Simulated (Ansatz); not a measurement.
```yaml
crystal:
  periodic: [false, false, false]
  atoms:
    - {symbol: In, position_ang: [2.273174, 1.395306, 2.702955]}
    - {symbol: Sn, position_ang: [-2.006601, -0.882665, 0.808374]}
    - {symbol: Sn, position_ang: [0.793817, -1.951678, -1.009160]}
    - {symbol: Sn, position_ang: [0.693500, -1.378807, 1.877897]}
    - {symbol: Sn, position_ang: [-1.526585, -0.488737, -2.063915]}
    - {symbol: Sn, position_ang: [0.407118, 1.042769, 0.016814]}
    - {symbol: Sn, position_ang: [-0.634422, 2.263791, -2.332965]}
basis:
  gaussian: {orbitals: def2-TZVP, initial_orbitals: start.molden}
total_charge: 1
hamiltonian: {xc: {name: wB97M-V}}
scf: {omitted_lower_state_checks: [starts]}
output: {orbitals: {seedname: orbitals}}
```

The file start.molden holds the orbitals of an earlier run on this structure, at another level or in another basis.

```sh
$ ansatz run in.yaml --threads 4 --pin off --events-out ev --progress --plain --max-ram 4787MiB
```

**Question.** Does this run fit into the memory that it is given?

**Answer.** No. It has 350 basis functions, and Ansatz plans for 6 GiB where 5 GiB are given.
